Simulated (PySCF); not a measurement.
How methods differ on the ionisation energy of In²⁺

In²⁺ [Kr] 4d10 5s1 (2S) → In³⁺ [Kr] 4d10 (1S), as a difference of total energies. Computed with PySCF 2.14 in aug-cc-pVTZ-PP with one added diffuse shell each of d, f type with ECP28MDF (6s5p5d3f, 67 functions), with scalar relativity through the core potential. The calculations carry no spin-orbit coupling.

```tsv
method	ionisation energy (eV)	error (eV)
UHF	26.619	-1.425
LDA	29.089	+1.045
PBE	28.659	+0.615
PBE0	28.277	+0.233
r2SCAN	28.372	+0.328
BLYP	28.816	+0.772
PW91	28.753	+0.709
LC-wPBE	28.107	+0.063
revPBE	28.486	+0.442
```

Reference: 28.044 eV (measured; NIST Atomic Spectra Database, ionization energies).
